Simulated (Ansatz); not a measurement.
The same ligand exchange along the group B, Al, Ga, In.

Gas-phase electronic energies from Ansatz, PBE0-D4/def2-TZVP geometries. CBS: MP2 limit from def2 TZ/QZ plus the TZ coupled-cluster correction, frozen cores. This one scheme is used for every species. def2 core potentials past Kr. For Ga, In outer-core shells are correlated without core-valence functions, which leaves a few kJ/mol of doubt a bond. Scalar relativity is left out up to krypton.

(1) Order these by ΔE at CCSD(T)/CBS, lowest first. (An estimate is asked.)
A. `[SiH3][SiH2][GaH2]` + NH₃ → `[NH2][GaH2]` + `[SiH3][SiH3]`
B. `[SiH3][SiH2][InH2]` + NH₃ → `[NH2][InH2]` + `[SiH3][SiH3]`
C. `[AlH2][SiH2][SiH3]` + NH₃ → `[NH2][AlH2]` + `[SiH3][SiH3]`
D. `B[SiH2][SiH3]` + NH₃ → `BN` + `[SiH3][SiH3]`

Largest T1 diagnostic: 0.016, for `[NH2][InH2]`.

Answers

(1) D (-158.3 kJ/mol), C (-86.7 kJ/mol), A (-31.4 kJ/mol), B (+15.4 kJ/mol).
